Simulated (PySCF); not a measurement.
## C₆ coefficients of unlike pairs at PBE0

Calculated with PySCF 2.14 from the dipole response of each species, C₆(A,B) = (3/π) ∫ α_A(iu) α_B(iu) du, in atomic units, from isotropic polarisabilities. For ions this is the dispersion term alone; charge-induced terms of lower order in 1/R come first.

```
species                configuration                                                                                    basis      relativity  α (bohr³)  C₆ (like pair)
    Mo⁺                [Kr] 4d5 (6S)  aug-cc-pwCVTZ-DK with one added diffuse shell each of s, p, d, f, g type (12s11p9d5f4g)   spin-free X2C      20.47           132.8
   Ni³⁺                [Ar] 3d7 (4F)                                                                aug-cc-pVDZ-DK (7s6p4d2f)   spin-free X2C      1.701           3.981
     Pb  [Xe] 4f14 5d10 6s2 6p2 (3P)                                                aug-cc-pVQZ-PP with ECP60MDF (7s7p5d3f2g)  core potential      65.38           759.8
     Mo            [Kr] 4d5 5s1 (7S)                                            aug-cc-pwCVQZ-PP with ECP28MDF (9s9p8d5f4g3h)  core potential      78.15           824.6
```

Q: Estimate C₆ for Ni³⁺ with Mo⁺.

A: The integral gives 19.74. The combination rule 2 C_A C_B / (C_A α_B/α_A + C_B α_A/α_B) gives 17.94 and the geometric mean 22.99.

No spin-orbit coupling is included, so Pb, close to jj coupling, stand for model states.

The other pairs:

```json
{"pair": "Pb, Mo⁺", "C₆": "306.7"}
{"pair": "Mo, Pb", "C₆": "786.2"}
{"pair": "Mo, Mo⁺", "C₆": "309.1"}
{"pair": "Mo, Ni³⁺", "C₆": "38.28"}
{"pair": "Pb, Ni³⁺", "C₆": "39.77"}
```
